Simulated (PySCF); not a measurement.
C₆ coefficients of unlike pairs at MN15

Calculated with PySCF 2.14 from the dipole response of each species, C₆(A,B) = (3/π) ∫ α_A(iu) α_B(iu) du, in atomic units, from isotropic polarisabilities. For ions this is the dispersion term alone; charge-induced terms of lower order in 1/R come first.

```
species           configuration                         basis     relativity  α (bohr³)  C₆ (like pair)
 Ar(3+)       [Ne] 3s2 3p3 (4S)   aug-cc-pwCVQZ (10s9p7d5f3g)           none      3.682           9.562
    Cl+       [Ne] 3s2 3p4 (3P)      aug-cc-pV(D+d)Z (5s4p3d)           none      8.406           38.82
  I(2+)  [Kr] 4d10 5s2 5p3 (4S)  aug-cc-pVQZ-DK3 (9s8p6d3f2g)  spin-free X2C      13.11           86.24
```

Problem. Estimate C₆ for I(2+) with Cl+.

Solution. The integral gives 57.79. The combination rule 2 C_A C_B / (C_A α_B/α_A + C_B α_A/α_B) gives 57.80 and the geometric mean 57.86.

No spin-orbit coupling is included.

The other pairs:

| pair | C₆ |
| --- | --- |
| I(2+), Ar(3+) | 28.37 |
| Cl+, Ar(3+) | 19.07 |
